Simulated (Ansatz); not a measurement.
The same molecule with X = Ti, Zr, Hf. Ansatz, PBE0-D4/def2-TZVP geometries, multiplicity 1.

Elements past krypton have def2 core potentials. Scalar relativity is left out up to krypton.

```tsv
X	molecule	mean X–I bond length / Å	LUMO energy (PBE/def2-TZVPP) / eV	HOMO–LUMO gap (PBE0/def2-TZVPP) / eV	LUMO energy (B3LYP/def2-TZVPP) / eV
Ti	`[I][Ti]([I])([I])[I]`	2.527	-4.33	4.13	-3.78
Zr	`[I][Zr]([I])([I])[I]`	2.674	-3.61	4.92	-3.11
```

Q: Give the row for X = Hf, `[I][Hf]([I])([I])[I]`. (Best estimate.)

A: The calculation gave: 
```csv
X,molecule,mean X–I bond length / Å,LUMO energy (PBE/def2-TZVPP) / eV,HOMO–LUMO gap (PBE0/def2-TZVPP) / eV,LUMO energy (B3LYP/def2-TZVPP) / eV
Hf,`[I][Hf]([I])([I])[I]`,2.676,-3.26,5.31,-2.73
```

From Ti to Hf the mean X–I bond length rises at each step, by 0.149 Å in all; the LUMO energy (PBE/def2-TZVPP) rises at each step, by 1.07 eV in all; the HOMO–LUMO gap (PBE0/def2-TZVPP) rises at each step, by 1.18 eV in all; the LUMO energy (B3LYP/def2-TZVPP) rises at each step, by 1.05 eV in all.

B3LYP here is the variant with VWN-RPA as its local correlation; programs differ in this.

Spin–orbit coupling is left out; it splits and shifts lone-pair levels of the heavy atoms by tenths of an eV.
